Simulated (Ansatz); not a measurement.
Molecule: YBr3, net charge -1, doublet state. The spin state was set by rule; other spins were not relaxed. 
Geometry from a B3LYP-D3(BJ)/def2-TZVP (Ansatz, an electronic-structure program) optimisation:
```xyz
4

Y      0.0000     0.0000     0.0000
Br    -2.1240    -1.6306    -0.3180
Br     0.0111     2.4393    -1.1493
Br     2.1129    -0.8088     1.4672
```
Charge -1, spin multiplicity 2.

Total electronic energies in hartree. Valence correlation only, unless marked. Open shells are spin-unrestricted. Spin-orbit coupling is left out. Frozen are the shells of the preceding noble gas and the d and f shells that filled before the atom's block. Past Kr the def2 sets carry scalar-relativistic core potentials. CBS(X,Y): correlation extrapolated as X^-3; Hartree-Fock from the larger set. The bracket is a focal-point correction in the basis named.

```tsv
level	program	energy (Eh)
revPBE-D4/def2-TZVPD	Ansatz + dftd4	-7760.48975
B3LYP-D4/def2-TZVPD	Ansatz + dftd4	-7761.23196
B3LYP/def2-TZVPD	Ansatz	-7761.22432
BHLYP-D3(BJ)/def2-TZVPD	Ansatz + dftd3	-7761.04265
wB97X-V/def2-TZVPD	Ansatz	-7760.38975
RI-MP2/CBS(def2-TZVPPD,def2-QZVPPD)	Ansatz	-7756.2776
SCS-MP2/def2-SVP	Ansatz	-7754.91736
CCSD/def2-SVP	Ansatz	-7754.96742
RI-MP2/CBS(def2-TZVPPD,def2-QZVPPD)+[CCSD(T)-MP2]/def2-TZVPPD	Ansatz	-7756.3459
```

Totals of different functionals don't rank their quality; only differences between species are comparable.
